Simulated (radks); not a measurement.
Spherical quantum dot in the effective-mass picture: electrons in a parabolic well V = omega^2 r^2 / 2 with omega = 4.12, all in effective atomic units (hartree* = m*/eps^2 hartree, bohr* = eps/m* bohr), one dielectric constant everywhere. Method: non-relativistic Kohn-Sham, PBE, spin-polarised, spherical densities; computed with a radial shooting solver with Libxc functionals. Levels are named by radial order and angular momentum (1s, 1p, 1d, 2s, ...), and open shells are averaged over m. Results are scaled to m* = 0.089 and eps = 12.5, for which hartree* = 15.5 meV and bohr* = 7.432 nm. Each electron was tried in the lowest free levels, single moves between levels near the top were tried too, and the lowest total energy was kept; such a search can miss a lower state. At N = 1 the Hartree and exchange-correlation terms need not cancel, so that row can carry a self-interaction error.

N	open shells	2S	E (meV)	mu = E(N) - E(N-1) (meV)	addition energy mu(N+1) - mu(N) (meV)	e(HOMO) (meV)	rms radius (nm)
1	1s(up 1, down 0)	1	96.1479	96.148	23.98	105.17	4.491
2	none	0	216.275	120.13	75.84	128.88	4.634
3	1p(up 1, down 0)	1	412.244	195.97	15.37	203.52	5.178
4	1p(up 2, down 0)	2	623.578	211.33	15.80	219.21	5.469
5	1p(up 3, down 0)	3	850.715	227.14	20.77	235.07	5.667
6	1p(up 3, down 1)	2	1098.62	247.91	14.56	255.08	5.830
7	1p(up 3, down 2)	1	1361.09	262.47	14.95	269.92	5.964
8	none	0	1638.51	277.42	66.54	284.92	6.081
9	1d(up 1, down 0)	1	1982.47	343.96	12.96	350.43	6.291
10	1d(up 2, down 0)	2	2339.39	356.92	13.01	363.42	6.466
11	1d(up 3, down 0)	3	2709.33	369.93	13.01	376.44	6.616
12	1d(up 4, down 0)	4	3092.26	382.94	12.97	389.43	6.748
13	1d(up 5, down 0)	5	3488.17	395.91	16.90	402.37	6.867
14	1d(up 5, down 1)	4	3900.98	412.81	12.32	418.96	6.977
15	1d(up 5, down 2)	3	4326.12	425.13	12.38	431.32	7.078
16	1d(up 5, down 3)	2	4763.63	437.51	12.38	443.70	7.171
17	1d(up 5, down 4)	1	5213.52	449.89	12.35	456.08	7.259
18	none	0	5675.77	462.25	16.52	468.41	7.342
19	2s(up 1, down 0)	1	6154.53	478.76	14.17	485.04	7.423
20	none	0	6647.47	492.94	52.18	499.11	7.500
21	1f(up 1, down 0)	1	7192.59	545.12	11.08	550.66	7.606
22	1f(up 2, down 0)	2	7748.79	556.20	11.07	561.74	7.706
23	1f(up 3, down 0)	3	8316.06	567.27	11.04	572.79	7.799
24	1f(up 4, down 0)	4	8894.36	578.31	11.01	583.82	7.887
25	1f(up 5, down 0)	5	9483.67	589.31	10.97	594.80	7.970
26	1f(up 6, down 0)	6	10084.0	600.28	10.93	605.75	8.049
27	1f(up 7, down 0)	7	10695.2	611.21	14.00	616.66	8.125
28	1f(up 7, down 1)	6	11320.4	625.21	10.62	630.52	8.199
29	1f(up 7, down 2)	5	11956.2	635.83	10.60	641.13	8.270
30	1f(up 7, down 3)	4	12602.6	646.43	10.58	651.73	8.338
31	1f(up 7, down 4)	3	13259.7	657.02	10.56	662.30	8.403
32	1f(up 7, down 5)	2	13927.2	667.57	10.53	672.84	8.467
33	1f(up 7, down 6)	1	14605.3	678.10	10.49	683.35	8.528
34	none	0	15293.9	688.60	16.92	693.83	8.588
35	2p(up 1, down 0)	1	15999.4	705.51	10.59	710.80	8.648
36	2p(up 2, down 0)	2	16715.5	716.10	10.59	721.39	8.706
37	2p(up 3, down 0)	3	17442.2	726.69	12.32	731.98	8.762
38	2p(up 3, down 1)	2	18181.2	739.01	10.40	744.21	8.818
39	2p(up 3, down 2)	1	18930.6	749.41	10.40	754.61	8.872
40	none	0	19690.5	759.81	41.84	765.01	8.926
41	1g(up 1, down 0)	1	20492.1	801.65	-	806.45	8.990

All shells are closed at N = 2, 8, 18, 20, 34, 40 (there: 1s2 1p6 1d10 2s2 1f14 2p6); the second difference of the energy has clear peaks (12 % above both neighbours; the first and last values, which can be the largest, are not judged, and half-filled shells can peak too) at N = 2, 5, 8, 13, 18, 20, 27, 34, 37.
